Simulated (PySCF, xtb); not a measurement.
VF₅, SMILES [F][V]([F])([F])([F])[F], multiplicity 1.

GFN2-xTB run with xtb at its own geometry gives an orbital gap of 3.82 eV and a dipole moment of 0.00 D.

Geometry optimised at ωB97X-D3(BJ)/def2-SVP. The spin state was assumed, not searched. The isomer is the one that the SMILES or the coordinates give; other isomers of the formula were not compared.

Problem. What does PySCF with M06-2X/def2-TZVP give? (An estimate is asked for; the answer gives what the named calculation found.)

Solution. gap 9.92 eV (levels -14.53 and -4.60 eV), dipole 0.00 D.
